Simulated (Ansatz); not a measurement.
Isomers of CH5FOSi, B3LYP-D3(BJ)/def2-TZVP minima from an xTB search, which can miss the lowest.
Isomer 1, SMILES C[SiH](O)F (charge 0, multiplicity 1):
```xyz
9

C     -1.2108     0.3086     0.1199
Si     0.4754    -0.4310    -0.0222
O      1.5235     0.7835    -0.3602
F      0.8770    -1.1195     1.3741
H     -1.5178     0.7506    -0.8299
H     -1.2229     1.0923     0.8799
H     -1.9447    -0.4501     0.3978
H      0.5751    -1.5098    -1.0286
H      2.4452     0.5754    -0.5309
```
Isomer 2, SMILES CO[SiH2]F (charge 0, multiplicity 1):
```xyz
9

C     -1.39334     0.10525    -0.07338
O     -0.20328     0.07334     0.69974
Si     1.30854    -0.09537     0.11875
F      2.28104    -0.05611     1.38189
H     -2.23121     0.24361     0.60837
H     -1.53647    -0.83164    -0.61971
H     -1.38124     0.93431    -0.78707
H      1.48554    -1.39917    -0.55464
H      1.67043     1.02578    -0.77395
```

Correlated levels freeze the cores. MP2 and its Hartree–Fock in cc-pV(Q+d)Z are density fitted.

Codes used: Ansatz (a program for electronic structure). Values without a source in brackets are computed.

The energy of isomer 2 above isomer 1 is E(isomer 2) − E(isomer 1). Total energies (hartree):

```
level                    isomer 2      isomer 1
-------------------  ------------  ------------
HF/cc-pV(T+d)Z       -504.2174721  -504.2558203
MP2/cc-pV(T+d)Z      -505.0040256  -505.0503588
HF/cc-pV(Q+d)Z       -504.2407132  -504.2787856
MP2/cc-pV(Q+d)Z      -505.0905532  -505.1374940
CCSD(T)/cc-pV(T+d)Z  -505.0587569  -505.1029000
```

**Question.** Work out the energy of isomer 2 above isomer 1 at the basis-set limit: extrapolate the MP2 correlation part as X⁻³, take Hartree–Fock from the larger set, and add the CCSD(T) − MP2 difference of cc-pV(T+d)Z.

**Answer.** 
1. Differences (1 hartree = 627.509 kcal/mol): HF/cc-pV(T+d)Z 24.064; MP2/cc-pV(T+d)Z 29.075; HF/cc-pV(Q+d)Z 23.891; MP2/cc-pV(Q+d)Z 29.456; CCSD(T)/cc-pV(T+d)Z 27.700.
2. Correlation parts, MP2 less HF: 5.011 in cc-pV(T+d)Z (X = 3), 5.565 in cc-pV(Q+d)Z (X = 4).
3. Limit (4³·(5.565) − 3³·(5.011))/(4³ − 3³) = 5.970; with HF/cc-pV(Q+d)Z it gives 29.860.
4. CCSD(T) less MP2 in cc-pV(T+d)Z: -1.374.
Result: 28.49 kcal/mol, against 29.07 at MP2/cc-pV(T+d)Z. It is an estimate of this method's limit, not of the exact value.
